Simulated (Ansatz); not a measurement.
C2F2N (SMILES N#C[C](F)F), doublet, geometry from GFN2-xTB; B3LYP/6-311++G** in Ansatz (a first-principles code).

Here is a job for Ansatz.
Ansatz 0.2 input:
```yaml
crystal:
  periodic: [false, false, false]
  atoms:
    - {symbol: C, position_ang: [0.00264829, -0.06828774, -0.33519194]}
    - {symbol: C, position_ang: [-0.00792577, 0.20437077, 1.00315867]}
    - {symbol: F, position_ang: [1.10369101, -0.18963354, -1.05085347]}
    - {symbol: F, position_ang: [-1.08703009, -0.23997814, -1.05790539]}
    - {symbol: N, position_ang: [-0.01689762, 0.43571527, 2.13871848]}
basis:
  gaussian:
    orbitals: 6-311++G__.json
hamiltonian:
  xc: b3lyp
magnetization: {spin_polarized: true, initial_magnetization: 1}
```
The basis file holds 6-311++G** in the JSON format of the Basis Set Exchange.

Task: Write the output that Ansatz gives for this input, abridged.

Result: 
```
Functional definition: B3LYP
906 factors; their error is unknown
mean field evaluation 1: about -8991.5191 eV, gradient 3.8e1 eV
mean field evaluation 2: about -8971.3176 eV, gradient 7.2e1 eV
mean field evaluation 4: about -8997.3800 eV, gradient 6.0e0 eV
mean field evaluation 8: about -8997.5279 eV, gradient 1.6e-1 eV
mean field evaluation 16: about -8997.5144 eV, gradient 3.2e-4 eV
mean field -8997.51443719 eV, -330.6525568324 hartree, gradient 3.4e-5 eV, S^2 0.764043; 0 other end points of the search recorded, 0 dependent functions left out
reference -8997.51470767 eV, -330.6525667724 hartree; 19, 18 occupied and 91, 92 virtual orbitals, 906 factors
Total energy: -8997.51470767 eV, -330.6525667724 hartree
```
